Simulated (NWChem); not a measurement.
Si2NH6OF; SMILES [SiH2]([Si@H](O)N)F

```xyz
11

N     -1.4827     1.7393     0.1559
Si     0.0181     1.0820    -0.3712
O      1.3386     1.2470     0.6439
Si    -0.1668    -1.2588    -0.5121
F      1.0244    -1.7527     0.5173
H     -1.9629     1.3688     0.9686
H     -1.6662     2.7315     0.0498
H      0.3269     1.7859    -1.6458
H      1.6272     0.4176     1.0437
H     -1.4534    -1.8194     0.0027
H      0.1100    -1.8620    -1.8498
```
Atoms are numbered in this order, from 1.

Level: PBE0/def2-SVP (NWChem), optimised geometry, unscaled harmonic frequencies. 

Problem. List the harmonic frequencies with IR intensities, and the thermochemistry.

Solution. 
```tsv
frequency (cm⁻¹)	IR intensity (km/mol)
22	0.9
105	4.7
146	4.6
248	64.1
279	42.7
302	8.0
372	27.2
413	115.0
442	70.1
491	30.2
686	25.3
722	20.9
803	79.1
808	151.5
826	68.6
878	198.9
912	266.9
920	145.0
938	78.6
971	41.7
1548	49.2
2227	112.2
2238	92.7
2259	143.4
3605	34.3
3704	37.3
3879	102.0
```

```yaml
zero_point_energy: 43.9 kcal/mol
thermal correction to the enthalpy at 298.15 K (with zero-point energy): 49.7 kcal/mol
heat capacity Cv: 28.5 cal/(mol K)
entropy at 298.15 K and 1 atm (symmetry number 1): 90.0 cal/(mol K)
dipole_moment: 2.04 D
```

Rigid rotor and harmonic oscillator; modes under 100 cm⁻¹ make the entropy uncertain.
